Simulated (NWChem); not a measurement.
System: sulfur tetrafluoride (SF₄); SMILES FS(F)(F)F

```xyz
5

F      1.2205     0.0000     0.6168
S      0.0000     0.0000    -0.3878
F      0.0000    -1.6542    -0.2755
F      0.0000     1.6542    -0.2755
F     -1.2205     0.0000     0.6168
```
Atoms are numbered in this order, from 1.

Level: PBE0/def2-SVP (NWChem), optimised geometry, unscaled harmonic frequencies. 

Task: List the harmonic frequencies with IR intensities, and the thermochemistry.

Result: 
| frequency (cm⁻¹) | IR intensity (km/mol) |
|---|---|
| 217 | 0.5 |
| 346 | 12.1 |
| 448 | 0.0 |
| 517 | 26.4 |
| 518 | 4.4 |
| 602 | 3.6 |
| 835 | 583.7 |
| 886 | 167.3 |
| 908 | 123.7 |

- zero-point energy: 7.5 kcal/mol
- thermal correction to the enthalpy at 298.15 K (with zero-point energy): 11.1 kcal/mol
- heat capacity Cv: 15.8 cal/(mol K)
- entropy at 298.15 K and 1 atm (symmetry number 2): 70.4 cal/(mol K)
- dipole moment: 0.97 D

Rigid rotor and harmonic oscillator.
